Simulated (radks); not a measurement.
Species: Ti+. Configuration: [Ar] 3d2 4s1. Method: non-relativistic Kohn-Sham, exchange-only LDA, spin-polarised, spherical densities, point nucleus; open shells are filled with parallel spins first; computed with a radial shooting solver on a logarithmic mesh with Libxc functionals.

Radial electron density D(r) = 4 pi r^2 rho(r):

r (bohr),D(r) (e/bohr),spin D(r)
0.006741,3.014,0.00138
0.008778,4.674,0.00212
0.01152,7.140,0.00321
0.01512,10.51,0.00465
0.01969,14.59,0.00627
0.02585,19.24,0.00778
0.03393,23.42,0.00835
0.04453,25.79,0.00686
0.05799,25.35,0.00262
0.07612,22.49,-0.00376
0.09991,19.75,-0.00772
0.1301,20.35,-0.00136
0.1708,24.63,0.0245
0.2241,27.84,0.0769
0.2919,24.52,0.168
0.3831,15.51,0.347
0.5028,8.734,0.657
0.6547,8.542,1.02
0.8594,10.21,1.24
1.128,8.413,1.18
1.469,4.606,0.986
1.928,1.885,0.846
2.531,0.8720,0.711
3.295,0.4857,0.472
4.325,0.1948,0.194
5.677,0.04129,0.0413
7.393,0.004118,0.00412
9.704,0.0001376,0.000138

D(r) has 3 maxima, at r = 0.0486, 0.228, 0.873 bohr, and minima at 0.110, 0.571 bohr, inside which lie 2.14, 10.44 electrons.
